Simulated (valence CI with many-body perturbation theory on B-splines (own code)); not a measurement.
# W³⁴⁺: M1 decay

Level of theory: relativistic CI+MBPT: four valence electrons over a frozen Dirac-Fock core [Kr], a basis of 9 s, 9 p, 10 d, 8 f, 5 g, 3 h, 1 i functions for each j, with the one-electron correlation potential Σ1 (screened to all orders), the two-electron term Σ2, the three-electron term Σ3, Breit, model QED; selected single and double excitations, second order for the rest (own B-spline code, finite nucleus).

The last digits are not significant, and no measured levels were compared; by estimate large intervals hold to a few tenths of a per cent, small ones and those within an open d or f shell to about a per cent. Only levels of the ground parity were solved; by the run's estimate the other parity begins above the list, which can be wrong where configurations are misplaced.

Lines 1 to 50 of 120 in falling wavelength, among levels below 90.841 eV, chosen from the decays that carry over 1 % of a level's rate. Wavelengths and rates use the calculated energies. Weak lines are less certain than strong ones. Lines between different terms over intervals too small for the method are left out, as are lines whose strength nearly cancels. The highest levels of a list are the least certain. Branching is blank where the lifetime is uncertain.

Levels are named by their leading jj configuration (3d3/2^4 stands for four electrons in 3d with j = 3/2), which in mixed levels can hold well under half, so a name can repeat and another be missing. Letters in brackets count levels of one name in rising energy.

| λ vac (nm) | Upper | Lower | Type | A (s⁻¹) | Branch % |
| --- | --- | --- | --- | --- | --- |
| 906.0 | (4d3/2^2 4d5/2^2) J=6 | (4d3/2^2 4d5/2^2) J=5 | M1 | 1.02e+01 | 73.3 |
| 863.5 | (4d3/2^3 4d5/2) J=3 | (4d3/2^3 4d5/2) J=2 | M1 | 2.43e+01 | 51.9 |
| 756.6 | (4d3/2^3 4d5/2) J=3 | (4d3/2^3 4d5/2) J=4 | M1 | 2.25e+01 | 48.0 |
| 256.0 | (4d3/2^2 4d5/2^2) J=1 | (4d3/2^2 4d5/2^2) J=0 [a] | M1 | 7.46e+02 | 1.4 |
| 251.0 | (4d3/2^2 4d5/2^2) J=4 [b] | (4d3/2^2 4d5/2^2) J=3 [a] | M1 | 4.50e+02 | 4.4 |
| 242.3 | (4d3/2^3 4d5/2) J=2 | (4d3/2^3 4d5/2) J=1 | M1 | 1.45e+03 | 98.4 |
| 213.7 | (4d3/2^2 4d5/2^2) J=2 [d] | (4d3/2^2 4d5/2^2) J=2 [c] | M1 | 8.31e+02 | 12.4 |
| 207.4 | (4d3/2 4d5/2^3) J=3 [c] | (4d3/2 4d5/2^3) J=2 [a] | M1 | 6.92e+02 | 1.1 |
| 192.1 | (4d3/2^2 4d5/2^2) J=2 [b] | (4d3/2^2 4d5/2^2) J=2 [a] | M1 | 8.13e+02 | 5.7 |
| 183.0 | (4d3/2^2 4d5/2^2) J=4 [c] | (4d3/2^2 4d5/2^2) J=3 [b] | M1 | 4.66e+02 | 2.0 |
| 159.2 | (4d3/2 4d5/2^3) J=0 | (4d3/2 4d5/2^3) J=1 [a] | M1 | 1.77e+03 | 3.5 |
| 148.0 | (4d3/2 4d5/2^3) J=3 [b] | (4d3/2^2 4d5/2^2) J=2 [d] | M1 | 7.66e+02 | 1.0 |
| 137.6 | (4d3/2 4d5/2^3) J=1 [b] | (4d3/2^2 4d5/2^2) J=0 [b] | M1 | 2.93e+03 | 3.1 |
| 127.9 | (4d3/2^2 4d5/2^2) J=4 [c] | (4d3/2^2 4d5/2^2) J=5 | M1 | 3.58e+02 | 1.5 |
| 117.9 | (4d3/2^2 4d5/2^2) J=2 [d] | (4d3/2^2 4d5/2^2) J=2 [b] | M1 | 8.62e+02 | 12.9 |
| 111.6 | (4d3/2^2 4d5/2^2) J=2 [d] | (4d3/2^2 4d5/2^2) J=3 [b] | M1 | 3.59e+02 | 5.4 |
| 111.0 | (4d3/2^2 4d5/2^2) J=2 [c] | (4d3/2^2 4d5/2^2) J=2 [a] | M1 | 1.34e+03 | 1.8 |
| 109.2 | (4d3/2 4d5/2^3) J=2 [b] | (4d3/2 4d5/2^3) J=1 [a] | M1 | 7.26e+02 | 1.0 |
| 107.8 | (4d3/2 4d5/2^3) J=3 [c] | (4d3/2 4d5/2^3) J=4 [a] | M1 | 1.16e+03 | 1.9 |
| 102.5 | (4d3/2^2 4d5/2^2) J=4 [c] | (4d3/2^2 4d5/2^2) J=4 [a] | M1 | 4.52e+03 | 19.0 |
| 97.92 | (4d3/2^2 4d5/2^2) J=4 [a] | (4d3/2^3 4d5/2) J=3 | M1 | 4.91e+03 | 11.3 |
| 96.86 | (4d3/2^2 4d5/2^2) J=2 [d] | (4d3/2^2 4d5/2^2) J=1 | M1 | 1.46e+02 | 2.2 |
| 94.00 | (4d3/2^2 4d5/2^2) J=3 [a] | (4d3/2^3 4d5/2) J=3 | M1 | 2.50e+04 | 56.9 |
| 93.83 | (4d3/2 4d5/2^3) J=2 [b] | (4d3/2 4d5/2^3) J=3 [a] | M1 | 2.62e+03 | 3.8 |
| 93.55 | (4d3/2 4d5/2^3) J=3 [a] | (4d3/2^2 4d5/2^2) J=4 [b] | M1 | 3.91e+03 | 3.2 |
| 92.41 | (4d3/2 4d5/2^3) J=2 [a] | (4d3/2^2 4d5/2^2) J=2 [c] | M1 | 4.45e+03 | 4.3 |
| 91.46 | (4d3/2^2 4d5/2^2) J=2 [a] | (4d3/2^3 4d5/2) J=2 | M1 | 1.41e+04 | 17.5 |
| 91.38 | (4d3/2 4d5/2^3) J=1 [b] | (4d3/2^2 4d5/2^2) J=2 [d] | M1 | 1.48e+04 | 15.7 |
| 91.22 | (4d3/2 4d5/2^3) J=3 [c] | (4d3/2^2 4d5/2^2) J=2 [d] | M1 | 3.67e+03 | 5.9 |
| 87.42 | (4d3/2 4d5/2^3) J=3 [b] | (4d3/2^2 4d5/2^2) J=2 [c] | M1 | 1.14e+03 | 1.5 |
| 86.70 | (4d3/2^2 4d5/2^2) J=4 [a] | (4d3/2^3 4d5/2) J=4 | M1 | 3.83e+04 | 88.6 |
| 85.82 | (4d3/2^3 4d5/2) J=1 | (4d3/2^4) J=0 | M1 | 4.19e+04 | 100.0 |
| 84.77 | (4d3/2^2 4d5/2^2) J=3 [a] | (4d3/2^3 4d5/2) J=2 | M1 | 1.89e+04 | 43.1 |
| 84.51 | (4d3/2 4d5/2^3) J=1 [a] | (4d3/2^2 4d5/2^2) J=2 [b] | M1 | 5.79e+03 | 3.7 |
| 81.89 | (4d5/2^4) J=4 | (4d3/2 4d5/2^3) J=3 [b] | M1 | 5.51e+03 | 3.3 |
| 79.97 | (4d3/2 4d5/2^3) J=2 [b] | (4d3/2^2 4d5/2^2) J=2 [d] | M1 | 3.02e+03 | 4.3 |
| 79.70 | (4d3/2 4d5/2^3) J=5 | (4d3/2^2 4d5/2^2) J=4 [b] | M1 | 2.07e+04 | 35.4 |
| 77.97 | (4d3/2^2 4d5/2^2) J=2 [d] | (4d3/2^2 4d5/2^2) J=3 [a] | M1 | 6.50e+02 | 9.7 |
| 76.94 | (4d3/2 4d5/2^3) J=4 [a] | (4d3/2^2 4d5/2^2) J=5 | M1 | 4.82e+03 | 4.6 |
| 74.21 | (4d3/2^2 4d5/2^2) J=5 | (4d3/2^3 4d5/2) J=4 | M1 | 2.33e+04 | 99.7 |
| 73.14 | (4d3/2 4d5/2^3) J=1 [a] | (4d3/2^2 4d5/2^2) J=1 | M1 | 2.88e+04 | 18.2 |
| 73.05 | (4d3/2^2 4d5/2^2) J=2 [d] | (4d3/2^2 4d5/2^2) J=2 [a] | M1 | 1.67e+02 | 2.5 |
| 71.89 | (4d3/2 4d5/2^3) J=5 | (4d3/2^2 4d5/2^2) J=6 | M1 | 1.15e+04 | 19.5 |
| 71.43 | (4d3/2^2 4d5/2^2) J=0 [b] | (4d3/2^2 4d5/2^2) J=1 | M1 | 2.73e+04 |  |
| 69.94 | (4d3/2^2 4d5/2^2) J=1 | (4d3/2^3 4d5/2) J=2 | M1 | 5.02e+04 | 97.1 |
| 69.80 | (4d3/2 4d5/2^3) J=6 | (4d3/2^2 4d5/2^2) J=6 | M1 | 2.31e+04 | 45.1 |
| 69.18 | (4d3/2 4d5/2^3) J=3 [c] | (4d3/2^2 4d5/2^2) J=4 [c] | M1 | 2.71e+04 | 43.8 |
| 68.93 | (4d3/2^2 4d5/2^2) J=3 [b] | (4d3/2^3 4d5/2) J=3 | M1 | 5.49e+03 |  |
| 68.91 | (4d3/2 4d5/2^3) J=4 [a] | (4d3/2^2 4d5/2^2) J=3 [a] | M1 | 2.59e+04 | 24.7 |
| 68.88 | (4d3/2^2 4d5/2^2) J=0 [a] | (4d3/2^3 4d5/2) J=1 | M1 | 1.25e+05 | 100.0 |
